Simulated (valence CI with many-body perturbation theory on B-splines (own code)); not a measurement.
The numbers below are computed, except where a source is named.
**Pr⁵²⁺: magnetic and hyperfine properties of the levels**

Method: configuration interaction combined with many-body perturbation theory (CI+MBPT): five valence electrons over a frozen Dirac-Fock core [He], a basis of 11 s, 11 p, 10 d, 8 f, 5 g, 2 h functions for each j, with the one-electron correlation potential Σ1, the two-electron term Σ2, the three-electron term Σ3, Breit, model QED; selected CI, second order for the rest, scaled by the run's own slope (own B-spline code, finite nucleus).

The last digits are not significant, and no measured levels were compared; by estimate large intervals hold to a few tenths of a per cent, small ones and those within an open d or f shell to about a per cent. Among the levels kept, up to 7100 cm⁻¹ of a level comes from second order outside the variational space, and about a tenth of that is noise between levels of different J, which matters for small intervals.

A/g_I is the dipole constant over the nuclear g factor μ/I (μ in nuclear magnetons, uniformly magnetised nucleus), B/Q the quadrupole constant per barn. Both hold the static response of the core; the bare values leave it out. Large factors of s and p1/2 electrons are usually good to 5 to 10 %; those of open d and f shells near neutrality can be off by tens of per cent, and small factors of p3/2, d and f electrons come from cancelling terms and can be off by a factor of two or in sign, in half-filled shells by more. B is blank for J = 1/2, where it vanishes, and for nearly pure S terms. Energies count from the lowest level.

Levels are named by their leading jj configuration (3d3/2^4 stands for four electrons in 3d with j = 3/2), which in mixed levels can hold well under half, so a name can repeat and another be missing. Letters in brackets count levels of one name in rising energy.

```tsv
Level	E (eV)	g	A/g_I (MHz)	A/g_I bare	B/Q (MHz/b)	B/Q bare
(2s^2 2p1/2^2 2p3/2) J=3/2	0.0	1.343	384000	395000	723000	724000
(2s^2 2p1/2 2p3/2^2) J=3/2	485.6	1.441	-81400	-66500	75300	75400
(2s^2 2p1/2 2p3/2^2) J=5/2	506.9	1.177	882000	887000	-2890	-2890
(2s^2 2p1/2 2p3/2^2) J=1/2	542.9	0.636	2820000	2800000		
(2s 2p1/2^2 2p3/2^2) J=5/2	732.5	1.470	2040000	2030000	168000	168000
(2s 2p1/2^2 2p3/2^2) J=1/2	810.2	2.061	8600000	8500000		
(2s 2p1/2^2 2p3/2^2) J=3/2	811.7	1.190	-1240000	-1200000	-151000	-151000
(2s^2 2p3/2^3) J=3/2	1029.9	1.287	409000	418000	-800000	-802000
(2s 2p1/2 2p3/2^3) J=3/2 [a]	1239.7	1.572	2040000	2030000	-594000	-595000
(2s 2p1/2 2p3/2^3) J=5/2	1274.9	1.284	2550000	2530000	-933000	-935000
(2s 2p1/2 2p3/2^3) J=1/2	1318.1	1.394	-3020000	-2950000		
(2s 2p1/2 2p3/2^3) J=3/2 [b]	1328.6	1.040	131000	151000	-175000	-175000
(2p1/2^2 2p3/2^3) J=3/2	1601.3	1.312	377000	395000	-758000	-760000
(2s 2p3/2^4) J=1/2	1820.7	1.809	8680000	8560000		
(2p1/2 2p3/2^4) J=1/2	2110.1	0.636	2820000	2800000		
(2s^2 2p1/2^2 3s) J=1/2	5517.6	2.008	2470000	2450000		
(2s^2 2p1/2^2 3p1/2) J=1/2	5592.3	0.654	814000	810000		
(2s^2 2p1/2^2 3p3/2) J=3/2	5749.6	1.328	113000	116000	209000	209000
(2s^2 2p1/2^2 3d3/2) J=3/2	5820.0	0.785	65900	65800	34400	34800
(2s^2 2p1/2^2 3d5/2) J=5/2	5869.5	1.194	24400	24500	26500	27000
(2s^2 2p1/2 2p3/2 3s) J=3/2 [a]	6011.3	1.665	605000	609000	482000	483000
(2s^2 2p1/2 2p3/2 3s) J=1/2	6019.3	1.299	-1100000	-1070000		
(2s^2 2p1/2 2p3/2 3s) J=5/2	6029.2	1.325	1300000	1300000	683000	685000
(2s^2 2p1/2 2p3/2 3s) J=3/2 [b]	6034.2	0.974	800000	809000	415000	416000
(2s^2 2p1/2 2p3/2 3p1/2) J=1/2	6085.4	1.726	-546000	-522000		
(2s^2 2p1/2 2p3/2 3p1/2) J=3/2 [a]	6091.2	1.139	596000	602000	144000	144000
(2s^2 2p1/2 2p3/2 3p1/2) J=5/2	6103.8	1.066	972000	974000	676000	677000
(2s^2 2p1/2 2p3/2 3p1/2) J=3/2 [b]	6132.1	1.328	590000	600000	716000	717000
(2s 2p1/2^2 2p3/2 3s) J=5/2	6215.5	1.553	1590000	1580000	789000	791000
(2s^2 2p1/2 2p3/2 3p3/2) J=1/2 [a]	6237.4	1.596	-731000	-716000		
(2s 2p1/2^2 2p3/2 3s) J=3/2 [a]	6240.3	1.432	2120000	2110000	287000	287000
(2s^2 2p1/2 2p3/2 3p3/2) J=3/2 [a]	6244.6	1.177	813000	814000	-467000	-468000
(2s^2 2p1/2 2p3/2 3p3/2) J=5/2 [a]	6244.8	1.473	741000	743000	644000	645000
(2s^2 2p1/2 2p3/2 3p3/2) J=7/2	6251.6	1.231	624000	627000	905000	907000
(2s^2 2p1/2 2p3/2 3p3/2) J=3/2 [b]	6268.6	1.412	581000	587000	280000	281000
(2s^2 2p1/2 2p3/2 3p3/2) J=5/2 [b]	6273.7	1.203	795000	798000	134000	134000
(2s^2 2p1/2 2p3/2 3p3/2) J=1/2 [b]	6281.4	0.666	1420000	1420000		
(2s 2p1/2^2 2p3/2 3p1/2) J=3/2 [a]	6305.7	1.661	2580000	2570000	437000	438000
(2s 2p1/2^2 2p3/2 3p1/2) J=5/2	6306.1	1.348	1890000	1880000	679000	681000
(2s 2p1/2^2 2p3/2 3s) J=3/2 [b]	6308.1	1.378	-483000	-460000	518000	519000
```

Task: Take the isotope of mass number 141, with I = 5/2, μ = 4.266 μN, leaving out the quadrupole term. What is the hyperfine structure of (2s^2 2p1/2 2p3/2^2) J=3/2?

Result: From the table A = -139000 MHz. Shifts from the centre of gravity in MHz: F = 1: 730000, F = 2: 452000, F = 3: 34800, F = 4: -521000.
